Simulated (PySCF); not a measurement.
## P (phosphorus, neutral) across methods

[Ne] 3s2 3p2 3d1, one real determinant (an excited configuration). Computed with PySCF 2.14 in aug-cc-pwCVTZ, with no relativity, point nucleus.

```tsv
method	E (hartree)	mean ε 3s β (eV)	mean ε 3p α (eV)	mean ε 3d α (eV)	Σ⟨r²⟩ (bohr²)	⟨S²⟩
B97-3	-340.8976	-16.225	-9.614	0.235	39.90	3.752
PBEsol	-340.2046	-14.778	-8.288	0.667	39.60	3.751
PBE	-340.7915	-14.818	-8.332	0.625	39.59	3.751
PW91	-340.9362	-14.867	-8.373	0.604	39.53	3.751
PBE0	-340.8132	-16.076	-9.692	0.176	39.71	3.752
LDA	-339.6798	-15.001	-8.309	0.701	39.54	3.750
UHF	-340.37375	-18.558	-13.193	-0.682	40.98	3.755
r2SCAN	-340.9093	-15.012	-8.793	0.666	39.80	3.752
```

**Question.** Estimate the same row for TPSSh.

**Answer.** E (hartree) = -340.9580; mean ε 3s β (eV) = -15.284; mean ε 3p α (eV) = -9.059; mean ε 3d α (eV) = 0.493; Σ⟨r²⟩ (bohr²) = 39.65; ⟨S²⟩ = 3.752.

⟨L²⟩ = 8.01 against 12 for a pure F term, so this real determinant mixes terms. The outer electron is Rydberg-like, and this basis confines it to a smaller radius and binds it less than a complete one would.

The highest occupied level is positive at TPSSh, B97-3, PBEsol, PBE, PW91, PBE0, LDA, r2SCAN: only the finite basis holds that electron, which in a density functional comes from self-interaction.
